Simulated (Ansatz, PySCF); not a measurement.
TeCl3, SMILES Cl[Te+](Cl)Cl, charge +1.

Coordinates come from a B3LYP-D3(BJ)/def2-SVP optimisation. The spin state was assumed, not searched. The isomer is the one that the SMILES or the coordinates give; other isomers of the formula were not compared. The def2 effective core potentials stand for the cores of Te; spin–orbit coupling is left out.

Vertical ionisation energy (IE) and electron affinity (EA) in eV. Rows of orbital energies are one-electron estimates. Where ΔSCF, EOM or ADC give a negative EA the extra electron is unbound and the value depends on the basis.

| level | IE | EA |
|---|---|---|
| −ε(HOMO), −ε(LUMO), r2SCAN/def2-TZVPD (PySCF) | 13.88 | 9.38 |
| −ε(HOMO), −ε(LUMO), PBE/def2-TZVPD (PySCF) | 13.52 | 9.48 |
| ΔSCF, CAM-B3LYP/def2-SVPD (Ansatz), final states of multiplicity 2 and 2 | 17.13 | 7.02 |
| ΔSCF, PBE/def2-SVPD (Ansatz), final states of multiplicity 2 and 2 | 16.51 | 6.86 |

What vertical singlet–triplet gap does ΔSCF give with CAM-B3LYP/def2-SVPD (Ansatz, a quantum-chemistry and plane-wave program) and with PBE/def2-SVPD (Ansatz)? (Estimate from the structure and the level; the computed values follow.)

4.11 and 3.95 eV (triplet above singlet where positive).
